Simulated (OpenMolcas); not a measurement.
Re3+ among 6 point charges of -1.36 e arranged as an octahedron (Oh), 1.98 Å from the ion.

| Property | Result |
| --- | --- |
| Program | OpenMolcas 26.06 |
| Method | CASSCF |
| Basis | ANO-RCC-VDZP [7s6p4d2f1g] |
| Scalar Hamiltonian | DKH2, point nucleus |
| Active space | 4 electrons in 5 orbitals (5d) |
| State averaging | 2S+1 = 5 even, 5 roots; 2S+1 = 3 even, 45 roots; 2S+1 = 1 even, 50 roots |
| Spin-orbit coupling | RASSI with atomic mean-field integrals over the reference wave functions |

Problem. What is the spin-free ground state (labels of O, the rotations of Oh)?

Solution. 5E, 2-fold in its orbital part, 100 % from free-ion D terms; it has the highest spin that d4 allows.

Problem. Where is the first state of the same spin?

Solution. 5T2 at 11700 cm-1 above the ground state.

Problem. What are the lowest two levels with spin-orbit coupling?

Solution. A 1-fold level A1, then a 3-fold level T1 3043 cm-1 above it. Their leading multiplicities are 5 (55 %) and 5 (75 %).

Problem. What is χT at 300 K?

Solution. 0.18 cm3 K/mol.

Problem. Which ligand-field parameters describe the states?

Solution. A least-squares ligand-field fit to the states below 45000 cm-1, each weighted by its degeneracy and with a free common offset, gives 10Dq = 12190 cm-1, B = 761 cm-1 and C = 3106 cm-1 (C/B = 4.08), with an rms deviation of 209 cm-1. 

Spin-orbit coupling mixes the spin-free states strongly: the lowest level takes only 47 % from its leading state, 5E. Without dynamic correlation the repulsion within the d shell is too large (B by tens of per cent), so at a given field states of lower spin stand too high. This shell can be high or low spin here, a state of another spin lies low, and with metal d orbitals alone active their balance is uncertain, so the ground spin may be wrong. Point charges give a weaker field than real ligands, and real ions of this kind are as a rule low spin; the high spin found here belongs to the model. This field is weak: 10Dq is about 12190 cm-1, while octahedral complexes of 5d ions of charge 3 and more, computed by the same method with explicit ligands, had a median near 35000 cm-1. Ground spin and moment need not be those of a real site. This is an electrostatic model: the charges have no orbitals. No measured value stands beside these numbers.
